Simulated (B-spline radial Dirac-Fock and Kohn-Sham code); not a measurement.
Ca¹⁵⁺: photoemission with Ga Kα (9251.7 eV) photons

System: calcium as Ca¹⁵⁺ in the configuration [He] 2s2 2p1.

Input file task.json (cfg lists n, l and occupation; rrms is the nuclear radius in fm):

```json
{"items": [{
  "Z": 20,
  "q": 15,
  "cfg": [[1, 0, 2], [2, 0, 2], [2, 1, 1]],
  "A": 40,
  "rrms": 3.4776,
  "do": ["binding", "quiet", "photo"],
  "hv": [47.8, 60, 173.0, 1486.9, 2000, 2330.0, 2984.4, 5370.0, 6000, 9251.7, 10900.0, 22162.9, 30000, 34300.0, 44300.0, 60800.0]
}]}
```

Run with: `python xray_run.py task.json out`

These are calculated numbers from a B-spline atomic structure program; the model is Dirac-Hartree-Slater photoionisation with all multipoles and Dirac-Fock thresholds. The asymmetry parameter β is from the dipole term alone. Kinetic energies are from the vacuum level. Open shells are spread statistically over j, without multiplet splitting.

The last column is dσ/dΩ = σ/(4π) · [1 − (β/2) P₂(cos θ)] at θ = 0° from the beam of unpolarised light.

```csv
subshell,electrons,binding (eV),kinetic (eV),σ (kb),β,dσ/dΩ (kb/sr)
1s,2,4807.6,4444.1,7.12,2.00,≈ 0
2s,2,1008.6,8243.1,0.614,2.00,≈ 0
2p1/2,0.33,975.0,8276.7,0.0135,0.56,0.000774
2p3/2,0.67,970.2,8281.5,0.0255,0.53,0.00149
```

Branching ratios of the spin-orbit partners (statistical value in brackets): 2p 1.89 (2.00).
